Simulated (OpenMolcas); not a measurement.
How basis sets differ on BBrCl (SMILES Cl[B]Br)

The species is BBrCl (3 atoms), meant as a doublet with charge 0. As SMILES, `Cl[B]Br`. The shape is that of a GFN2-xTB optimisation.

```xyz
3

Cl   -0.1372    1.5492    0.0852
B    -0.4924   -0.0593   -0.2734
Br    0.6296   -1.4898    0.1882
```

Each level gives the dipole moment (D). The values are calculated.

```json
{"level": "ROHF/ANO-R0 (sfX2C)", "kind": "Hartree–Fock", "program": "OpenMolcas", "value (D)": "0.25"}
{"level": "UHF/STO-3G", "kind": "Hartree–Fock", "program": "OpenMolcas", "value (D)": "1.02"}
{"level": "UHF/3-21G", "kind": "Hartree–Fock", "program": "OpenMolcas", "value (D)": "0.44"}
{"level": "UHF/def2-SVP", "kind": "Hartree–Fock", "program": "OpenMolcas", "value (D)": "0.30"}
```

All-electron rows without a relativistic Hamiltonian named are non-relativistic. The values span 0.25 to 1.02 D. Magnitudes only: a small dipole may point the other way at some levels. Sets without polarisation functions give poor dipoles.
